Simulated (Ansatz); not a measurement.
One change: `SC1N[SiH2]1` becomes `NBC1N[SiH2]1`.

Ansatz, PBE0-D4/def2-TZVP geometries, multiplicity 1. Each molecule was computed in one conformer, which needn't be the lowest.

| property | `SC1N[SiH2]1` |
| --- | --- |
| size of the dipole moment (PBE/def2-TZVPP) / D | 0.70 |
| size of the dipole moment (ωB97M-V/def2-TZVPP) / D | 0.74 |
| LUMO energy (ωB97M-V/def2-TZVPP) / eV | 1.29 |
| HOMO energy (ωB97M-V/def2-TZVPP) / eV | -9.14 |
| LUMO energy (B3LYP/def2-TZVPP) / eV | -0.65 |
| size of the dipole moment (B3LYP/def2-TZVPP) / D | 0.73 |

**Question.** What does the change do to each property? (An estimate is asked.)

**Answer.** Ansatz gave: 
| property | `NBC1N[SiH2]1` | shift |
| --- | --- | --- |
| size of the dipole moment (PBE/def2-TZVPP) / D | 2.27 | 1.57 |
| size of the dipole moment (ωB97M-V/def2-TZVPP) / D | 2.32 | 1.58 |
| LUMO energy (ωB97M-V/def2-TZVPP) / eV | 1.51 | 0.22 |
| HOMO energy (ωB97M-V/def2-TZVPP) / eV | -8.63 | 0.51 |
| LUMO energy (B3LYP/def2-TZVPP) / eV | -0.39 | 0.26 |
| size of the dipole moment (B3LYP/def2-TZVPP) / D | 2.28 | 1.55 |

With PBE0 the HOMO rises by 0.51 eV and the LUMO rises by 0.25 eV, so the gap narrows by about 0.26 eV. PBE moves the HOMO by 0.49 eV and ωB97M-V by 0.51 eV. Dipoles are sizes alone; their direction can turn.

B3LYP here is the variant with VWN-RPA as its local correlation; programs differ in this.
